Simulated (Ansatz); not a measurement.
The first iterations of a band of AlClH5NO (9 atoms, charge 0, multiplicity 1).

All numbers below come from RKS PBE0/6-31G* (Ansatz).

```
movable images  : 9
climbing image  : yes
spring          : 5.0 eV/Å²
optimiser       : quadratic models (default)
start path      : through a guess of the saddle point
force threshold : 0.05 eV/Å
iteration limit : 43
end points      : relaxed
```

First end point:

```xyz
9
Properties=species:S:1:pos:R:3
Al 0.079 0.024 0.070
H -0.004 -0.791 1.437
N 1.570 0.013 -0.902
H 2.458 -0.330 -0.564
H 1.622 0.223 -1.889
Cl -1.725 0.239 -1.108
O -0.197 1.841 0.934
H -0.928 2.278 0.464
H -0.490 1.711 1.850
```

Last end point:

```xyz
9
Properties=species:S:1:pos:R:3
Al 0.092 0.642 -0.690
H -0.711 0.124 2.983
N 1.669 0.104 -1.255
H 1.821 -0.702 -1.843
H 2.540 0.559 -1.023
Cl -1.634 -0.403 -1.294
O -0.028 2.001 0.331
H -0.887 2.302 0.641
H -0.477 0.581 2.444
```

| iteration | highest image above the first end (eV) | largest band force component (eV/Å) |
| --- | --- | --- |
| 1 | 2.551 | 6.805 |
| 2 | 1.250 | 2.310 |
| 3 | 0.932 | 4.758 |
| 4 | 0.782 | 0.956 |
| 5 | 0.622 | 1.370 |

Does the band converge within its limit, and where does its top end?

The run converged. It ended after 15 iterations with the highest image 0.833 eV above the first end. Beside the main top the profile has a ripple of under 15 meV (maxima at images 2, 5), which may be a very shallow well or noise. A vibrational analysis at the climbing image gives one clearly imaginary mode, 1289i cm⁻¹: a first-order saddle point. The orbitals stay closed-shell, which can raise the energy where a bond breaks towards radicals; this wasn't checked here.

Run time: 9.3 min on 1 thread of Arm Neoverse V1 (shared host), peak memory 0.17 GiB.
